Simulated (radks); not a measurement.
Nb2.75+, configuration [Ar] 3d10 4s2 4d(up 1.5, down 1.5) 4p(up 3, down 2.25) (fractional occupations, a model configuration). Method: scalar-relativistic Kohn-Sham, LDA (Slater exchange, Perdew-Wang correlation), spin-polarised, spherical densities, point nucleus; computed with a radial shooting solver on a logarithmic mesh with Libxc functionals.

X-ray form factor f0, the Fourier transform of the density (f0(0) = 38.25):

sin(theta)/lambda (1/angstrom),f0 (electrons)
0.05,37.757
0.1,36.387
0.15,34.414
0.2,32.156
0.25,29.874
0.3,27.733
0.4,24.125
0.5,21.359
0.6,19.150
0.8,15.504
1,12.411
1.25,9.444
1.5,7.530
2,5.676
